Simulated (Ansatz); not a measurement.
The first iterations of a band of C₂H₁₁NSi₃ (17 atoms, charge 0, multiplicity 1).

Computed with RKS PBE0-D4/STO-3G in Ansatz 0.2.0.

```json
{"movable images": "7", "climbing image": "yes", "spring": "5.0 eV/Å²", "optimiser": "quadratic models (default)", "start path": "through a guess of the saddle point", "force threshold": "0.05 eV/Å", "iteration limit": "60", "end points": "relaxed"}
```

Image 0:

```xyz
17
Properties=species:S:1:pos:R:3
Si -1.560 -2.035 -0.525
C -0.352 -1.401 0.771
C 0.163 0.017 0.443
Si 1.483 0.080 -0.929
N -0.364 0.989 1.134
Si 0.174 2.685 0.803
H -1.983 -3.374 -0.190
H -2.715 -1.174 -0.592
H -0.921 -2.059 -1.819
H 0.494 -2.098 0.843
H -0.852 -1.373 1.747
H 0.922 0.612 -2.149
H 1.986 -1.247 -1.184
H 2.577 0.928 -0.517
H 0.475 2.916 -0.594
H -0.897 3.563 1.205
H 1.351 2.971 1.593
```

Image 8:

```xyz
17
Properties=species:S:1:pos:R:3
Si -1.302 -2.444 -0.576
C -0.567 -1.186 0.607
C -0.080 0.086 -0.109
Si 1.595 0.298 -0.805
N 0.899 0.955 0.687
Si 0.459 2.668 0.859
H -1.754 -3.611 0.143
H -2.422 -1.869 -1.280
H -0.311 -2.848 -1.543
H 0.274 -1.635 1.151
H -1.316 -0.911 1.364
H 1.766 1.130 -1.973
H -0.909 0.617 -0.605
H 2.625 -0.696 -0.638
H -0.130 3.225 -0.345
H -0.501 2.805 1.929
H 1.655 3.414 1.174
```

| iteration | highest image above the first end (eV) | largest band force component (eV/Å) |
| --- | --- | --- |
| 1 | 11.332 | 22.307 |
| 2 | 5.817 | 6.487 |
| 3 | 4.881 | 2.797 |
| 4 | 4.869 | 2.049 |
| 5 | 4.829 | 1.833 |
| 6 | 4.753 | 1.222 |
| 7 | 4.749 | 0.923 |
| 8 | 4.562 | 0.572 |
| 9 | 4.350 | 0.570 |
| 10 | 3.957 | 0.644 |
| 11 | 3.445 | 0.777 |
| 12 | 2.929 | 1.181 |
| 13 | 2.655 | 1.299 |
| 14 | 2.490 | 0.784 |
| 15 | 2.373 | 0.948 |
| 16 | 2.134 | 2.596 |
| 17 | 2.432 | 4.225 |
| 18 | 2.750 | 4.486 |
| 19 | 2.886 | 4.625 |
| 20 | 3.037 | 4.718 |

Problem. Does the band converge within its limit, and where does its top end?

Solution. The run ended unconverged. It ended after 60 iterations with the highest image 3.700 eV above the first end. The band didn't meet its force threshold, so its energies are provisional: the largest band force was still 2.62 eV/Å, and over the last iterations the top moved between 3.57 and 3.70 eV. Neighbouring images lie up to 2.2 Å apart, so the band is torn or far too coarse. The orbitals stay closed-shell, which can raise the energy where a bond breaks towards radicals; this wasn't checked here. Limits of this set-up: minimal basis.

Time of the run: 13 min on 1 thread of AMD EPYC 9R45 (Zen 5), on a shared host, peak memory 0.17 GiB.
